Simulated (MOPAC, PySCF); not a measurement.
C4H5N, SMILES `C(CC#N)=C`, neutral singlet in the gas phase. 

Cartesian coordinates (Å):
SMILES: C(CC=C)#N
```xyz
10

C     -1.6611    -0.2078    -0.1845
C     -0.4467     0.2012    -0.5166
C      0.6846     0.3505     0.4690
C      1.8599    -0.4317     0.0876
N      2.7796    -1.0450    -0.2277
H     -1.9127    -0.4798     0.8341
H     -2.4489    -0.2861    -0.9216
H     -0.2145     0.4575    -1.5445
H      0.3666     0.0424     1.4670
H      0.9931     1.3989     0.5372
```
Charge 0, spin multiplicity 1.

All levels are single points at this geometry (B3LYP-D3(BJ)/def2-TZVP); Pople sets use spherical d functions. Orbital energies aren't observables, and empty levels follow the basis.

PBE-D3(BJ)/def2-TZVP in PySCF gives HOMO (eV) = -7.13.

### Question
Estimate the HOMO (eV) from each of these levels: B3LYP-D3(BJ)/def2-TZVP in PySCF; B3LYP/3-21G in PySCF; M06-2X/6-31G* in PySCF; AM1 in MOPAC; PM7 in MOPAC.

### Answer

```tsv
level	HOMO (eV)
B3LYP-D3(BJ)/def2-TZVP in PySCF	-8.05
B3LYP/3-21G in PySCF	-7.75
M06-2X/6-31G* in PySCF	-9.27
AM1 in MOPAC	-10.75
PM7 in MOPAC	-11.00
```
